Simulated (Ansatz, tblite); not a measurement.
Spin states of the cluster Rb2H2, each relaxed with r2SCAN-D4/def2-TZVP in Ansatz. Electronic energies in the gas phase.

In the def2 sets Rb takes a core potential; there is no spin–orbit coupling. The xTB rows come from tblite. LC-ωPBE has ω = 0.4 bohr⁻¹. Correlated methods freeze no core orbitals; core or outer-core shells of Rb are correlated, in sets that lack core-valence functions. In the triplet geometry the species has come apart into loosely held pieces. In the triplet, H3 and H4 lie 0.74 Å apart (atoms count from 1), so H2 has formed as a molecule. In the quintet geometry the species has come apart into loosely held pieces. The structure comes from a short search, and lower isomers may exist.

Singlet geometry (D2h within 0.1 Å):

```xyz
4

Rb   -0.6598   -1.6233    0.8967
Rb    0.6598    1.6233   -0.8967
H    -0.6883    1.0033    1.3098
H     0.6884   -1.0032   -1.3098
```

Triplet geometry:

```xyz
4

Rb    2.728    2.081    3.572
Rb   -2.728   -2.081   -3.572
H    -0.133    0.335   -0.094
H     0.133   -0.335    0.094
```

Quintet geometry (D2h within 0.1 Å):

```xyz
4

Rb   -2.4605   -0.5961    2.7878
Rb    2.4606    0.5965   -2.7876
H     2.3847   -1.4180    1.8016
H    -2.3848    1.4177   -1.8018
```

⟨S²⟩: triplet 2.00 at PBE0-D4/def2-TZVP (pure 2.00), quintet 6.00 at PBE0-D4/def2-TZVP (pure 6.00).

Run but left out: GFN1-xTB (tight binding far off the other levels).

Only these spin states were relaxed. The triplet has fallen apart into loose fragments. The quintet has fallen apart into loose fragments. The triplet has other bonds than the singlet, so the gap mixes isomer and spin. The quintet has other bonds than the singlet, so the gap mixes isomer and spin.

```csv
level,triplet − singlet (kJ/mol),quintet − singlet (kJ/mol),lowest of these
GFN2-xTB,425.9,922.7,singlet
HF/def2-TZVP,-59.9,293.1,triplet
PBE-D4/def2-TZVP,11.5,439.1,singlet
B97M-V/def2-TZVP,55.9,502.7,singlet
LC-ωPBE/def2-TZVP,40.7,478.9,singlet
ωB97X-V/def2-TZVP,49.0,501.1,singlet
RPA@PBE/def2-TZVP,-64.1,388.8,triplet
MP2/def2-TZVP,-47.7,377.0,triplet
```

(1) Estimate the rows for HF/def2-TZVPP, r2SCAN-D4/def2-TZVP, PBE0-D4/def2-TZVP, BHLYP-D4/def2-TZVP, MP2/def2-TZVPP, CCSD/def2-TZVPP, CCSD(T)/def2-TZVPP.

Answers

(1) 
```tsv
level	triplet − singlet (kJ/mol)	quintet − singlet (kJ/mol)	lowest of these
HF/def2-TZVPP	-57.0	297.2	triplet
r2SCAN-D4/def2-TZVP	16.9	461.1	singlet
PBE0-D4/def2-TZVP	10.4	436.3	singlet
BHLYP-D4/def2-TZVP	16.1	458.1	singlet
MP2/def2-TZVPP	-17.2	418.6	triplet
CCSD/def2-TZVPP	-1.1	454.4	tie
CCSD(T)/def2-TZVPP	0.4	455.8	tie
```

The xTB methods have no term that favours high spin, so they put low spin too low.
